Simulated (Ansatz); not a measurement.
Several settings on one geometry of the cluster Li3Se⁺ (that of the charge 1 singlet, r2SCAN-D4/def2-TZVP). Ansatz on 4 threads of Arm Neoverse V2 on a shared host; times are rough.

```xyz
4

Li   -2.132   -0.142   -0.835
Li    0.487    1.523    1.645
Li    1.643   -1.388   -0.801
Se    0.003    0.008   -0.009
```

Totals from different functionals, basis sets or treatments of relativity can't be compared as stabilities.

The 6-31G sets use Cartesian d functions.

Give the basis size and estimate the energy, ⟨S²⟩ and time of these runs.

```tsv
run	method	charge	state	further keys
1	RKS PBE0-D4/def2-SVPD	1	singlet	point_charges: [{charge: 2.00, position_ang: [5.948, -0.591, -0.442]}]; forces asked
2	RKS PBE0/6-31G	1	singlet	scf: {omitted_lower_state_checks: [starts]}; forces asked
3	RKS r2SCAN50-D3(BJ)/def2-mTZVPP	1	singlet	scf: {omitted_lower_state_checks: [starts]}
```


| run | functions | energy (Eh) | ⟨S²⟩ | wall time |
| --- | --- | --- | --- | --- |
| 1 | 77 | -2423.2514 | – | 1.1 s |
| 2 | 56 | -2423.3538 | – | 0.7 s |
| 3 | 69 | -2424.0312 | – | 1.2 s |
